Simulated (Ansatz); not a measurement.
Mulliken charges of CH$_{4}$ClFOSi, SMILES `FC(Cl)O[SiH3]` from B3LYP/def2-TZVPP in Ansatz (PBE0-D4/def2-TZVP geometry).

| atom | x (Å) | y (Å) | z (Å) | charge (e) |
| --- | --- | --- | --- | --- |
| F1 | 1.574 | 1.020 | 0.124 | -0.202 |
| C2 | 1.151 | -0.135 | 0.702 | 0.285 |
| Cl3 | 1.873 | -1.489 | -0.237 | -0.144 |
| O4 | -0.187 | -0.196 | 0.735 | -0.339 |
| Si5 | -1.239 | 0.169 | -0.519 | 0.408 |
| H6 | 1.566 | -0.198 | 1.707 | 0.142 |
| H7 | -0.799 | -0.486 | -1.772 | -0.043 |
| H8 | -2.536 | -0.368 | -0.056 | -0.053 |
| H9 | -1.314 | 1.636 | -0.702 | -0.052 |

**Question.** By hand: the dipole of these point charges (1 e Å = 4.8032 D).

**Answer.** Σ q r = (-0.242, 0.033, 0.106) e Å, of length 0.266 e Å = 1.28 D.

**Question.** How does the dipole of the full density compare? (An estimate is asked.)

**Answer.** Ansatz gave: (-0.224, 0.055, 0.101) e Å, 1.21 D; the point charges give 1.06 times that, at 6° from its direction.

Point charges leave out the atoms' own dipoles, such as those of lone pairs, and Mulliken's split depends on the basis, so the close match here is no proof of good charges.

B3LYP here is the variant with VWN-RPA as its local correlation; programs differ in this.
